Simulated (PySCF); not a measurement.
PySCF input file for B(Cl)(GeH3)(OH) (BClGeH4O), SMILES O[B](Cl)[GeH3], PBE/pcSseg-1. The structure is a stationary point at PBE-D3(BJ)/def2-SVP. The values are those of a single conformer.

```python
import numpy as np
from pyscf import gto, scf, dft
from pyscf.prop.nmr import rks as nmr

mol = gto.M(
    atom='''
    B     0.46115805    0.68610776   -0.00000000
    Cl   -0.77626673    1.97766945   -0.00000000
    Ge   -0.13306054   -1.30198223   -0.00000000
    H    -1.00787409   -1.60164655   -1.24739607
    H    -1.00787408   -1.60164655    1.24739608
    H     1.06882750   -2.28274399   -0.00000000
    O     1.77243976    1.01441702    0.00000000
    H     1.91608407    1.98321291   -0.00000000
    ''',
    basis='pcSseg-1',
    charge=0,
    spin=0,
    max_memory=1600,
    verbose=3,
)
mf = dft.RKS(mol, xc='pbe')
mf.grids.level = 3
mf.conv_tol = 1e-10
mf.max_cycle = 100
mf.kernel()
n = nmr.NMR(mf)
n.verbose = 2
n.max_cycle_cphf = 60
sigma = n.kernel()
print('atom   isotropic/ppm   span/ppm')
for i, s in enumerate(sigma):
    w = np.linalg.eigvalsh((s + s.T) / 2)
    print(f'{mol.atom_symbol(i):2s}{i + 1:3d} {w.mean():14.3f} {w[2] - w[0]:11.3f}')
```

Log of the run:

```
converged SCF energy = -2638.90293777636
atom   isotropic/ppm   span/ppm
B   1         46.542      70.676
Cl  2        655.029     537.148
Ge  3       1618.714      98.232
H   4         27.374      16.163
H   5         27.374      16.163
H   6         27.437      17.359
O   7         98.841     272.163
H   8         24.597      10.239
```

The calculation finished and met its thresholds.

Cost: around 16 core-seconds (rough).
